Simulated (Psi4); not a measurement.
Approach curve of the dimer CH4O ··· H4O4Si (SMILES CO and O[Si](O)(O)O), singlet. Monomers: optimised at B3LYP-D3(BJ) (def2-TZVP), held rigid. Orientation: lowest of the rigid-body minima from ten starts at GFN2-xTB. R is the distance of the centres of mass, along which the second monomer moves.

- PBE/def2-TZVP, counterpoise-corrected (Psi4)
- PBE-D3(BJ)/def2-TZVP, counterpoise-corrected (Psi4)
- SAPT0/jun-cc-pVDZ, frozen core (Psi4)

Interaction energies in kJ/mol; the last columns give the difference from SAPT0:

```csv
R / Å,PBE/def2-TZVP,PBE-D3(BJ)/def2-TZVP,SAPT0/jun-cc-pVDZ,PBE/def2-TZVP − SAPT0/jun-cc-pVDZ,PBE-D3(BJ)/def2-TZVP − SAPT0/jun-cc-pVDZ
3.21,42.95,32.66,33.79,9.15,-1.14
3.37,2.93,-6.55,-3.98,6.91,-2.56
3.64,-25.71,-33.81,-30.35,4.64,-3.46
3.80,-30.23,-37.53,-34.04,3.81,-3.49
4.00,-29.81,-36.14,-32.85,3.04,-3.29
4.21,-26.15,-31.54,-28.54,2.39,-3.00
4.47,-20.54,-24.86,-22.30,1.76,-2.56
4.84,-13.59,-16.65,-14.82,1.23,-1.82
5.29,-7.93,-9.86,-8.88,0.95,-0.98
5.97,-3.51,-4.44,-4.28,0.77,-0.16
7.01,-1.15,-1.48,-1.63,0.47,0.15
8.28,-0.42,-0.52,-0.61,0.20,0.09
```

PBE/def2-TZVP is furthest from SAPT0/jun-cc-pVDZ at 3.21 (9.15 kJ/mol, above); its mean absolute difference over the points is 2.95 kJ/mol.

PBE-D3(BJ)/def2-TZVP is furthest from SAPT0/jun-cc-pVDZ at 3.80 (-3.49 kJ/mol, below); its mean absolute difference over the points is 1.89 kJ/mol.
